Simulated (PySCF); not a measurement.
This PySCF input asks for the NMR shieldings of `CBc1cc(Cl)cs1`, C₅H₆BClS; the geometry comes from GFN2-xTB.

```python
import basis_set_exchange as bse
import numpy as np
from pyscf import gto, dft
from pyscf.prop import nmr

atoms = """
C    -2.485173    0.276688    0.255193
B    -1.389006   -0.793310    0.606158
C     0.107242   -0.484887    0.483659
C     0.745822    0.661750    0.071623
C     2.147733    0.563322    0.081164
Cl    3.195398    1.845908   -0.389373
C     2.599109   -0.655847    0.502388
S     1.303106   -1.696443    0.887581
H    -2.121910    1.297656    0.182689
H    -3.308016    0.260903    0.967425
H    -2.927172    0.023638   -0.709496
H    -1.708069   -1.868309    0.948333
H     0.225521    1.551307   -0.232190
H     3.614736   -0.982850    0.602706
"""
names = dict.fromkeys(["C", "B", "Cl", "S", "H"], "pcSseg-1")
basis = {el: gto.basis.parse(bse.get_basis(n, elements=[el], fmt="nwchem")) for el, n in names.items()}
mol = gto.M(atom=atoms, basis=basis, charge=0, verbose=0)
mf = dft.RKS(mol, xc="PBE0")
mf.grids.level = 2
mf.grids.alignment = dft.numint.BLKSIZE   # the property module wants whole blocks of grid points
mf.conv_tol = 1e-9
mf.kernel()

calc = nmr.RKS(mf)   # GIAO
C = mf.mo_coeff
Co = C[:, mf.mo_occ > 0]
resp = mf.gen_response(singlet=True, hermi=2)
def vind(x):   # induced exchange potential for any number of trial vectors
    d = np.einsum("pi,xij,qj->xpq", C, 2 * x.reshape(-1, C.shape[1], Co.shape[1]), Co, optimize=True)
    return np.einsum("xpq,pi,qj->xij", resp(d - d.transpose(0, 2, 1)), C, Co, optimize=True).ravel()
mo1, _ = nmr.rhf.solve_mo1(calc, with_cphf=vind)
sigma = calc.kernel(mo1)
for i, s in enumerate(sigma):   # ppm
    print("%2d %-2s %9.2f" % (i, mol.atom_pure_symbol(i), np.trace(s) / 3))
```

**Question.** Give the expected output.

**Answer.** 
```
 0 C     176.68
 1 B      34.74
 2 C      29.69
 3 C      41.45
 4 C      48.77
 5 Cl    760.59
 6 C      41.22
 7 S     225.65
 8 H      30.25
 9 H      30.36
10 H      30.86
11 H      24.84
12 H      23.73
13 H      23.99
```

These numbers come from an equivalent density-fitted implementation of the same equations, which agrees with the script to about 0.01 ppm for H and up to a few tenths of a ppm for heavy atoms, so last digits may differ.

Size and cost of the density-fitted run: 180 basis functions, 87 s wall time (69 s CPU) on 1 thread of an Intel Xeon, shared host; peak memory 0.81 GiB.
